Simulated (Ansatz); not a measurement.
One change: `N/C(O)=N\[SiH3]` becomes `O/C(F)=N/[SiH3]`.

Ansatz, PBE0-D4/def2-TZVP geometries, multiplicity 1. Each molecule was computed in one conformer, which needn't be the lowest.

| property | `N/C(O)=N\[SiH3]` |
| --- | --- |
| LUMO energy (ωB97M-V/def2-TZVPP) / eV | 2.07 |
| HOMO energy (PBE/def2-TZVPP) / eV | -6.01 |
| HOMO energy (PBE0/def2-TZVPP) / eV | -7.31 |
| HOMO energy (B3LYP/def2-TZVPP) / eV | -7.09 |
| LUMO energy (PBE0/def2-TZVPP) / eV | 0.56 |
| HOMO energy (ωB97M-V/def2-TZVPP) / eV | -9.56 |

What does the change do to each property? (Best estimate.)

Ansatz gave: 
```
                             property  `O/C(F)=N/[SiH3]`  shift
LUMO energy (ωB97M-V/def2-TZVPP) / eV               1.92  -0.15
    HOMO energy (PBE/def2-TZVPP) / eV              -6.75  -0.74
   HOMO energy (PBE0/def2-TZVPP) / eV              -8.24  -0.93
  HOMO energy (B3LYP/def2-TZVPP) / eV              -8.00  -0.91
   LUMO energy (PBE0/def2-TZVPP) / eV               0.19  -0.37
HOMO energy (ωB97M-V/def2-TZVPP) / eV             -10.57  -1.01
```

With PBE0 the HOMO falls by 0.93 eV and the LUMO falls by 0.37 eV, so the gap widens by about 0.56 eV. PBE moves the HOMO by -0.74 eV and ωB97M-V by -1.01 eV.

B3LYP here is the variant with VWN-RPA as its local correlation; programs differ in this.
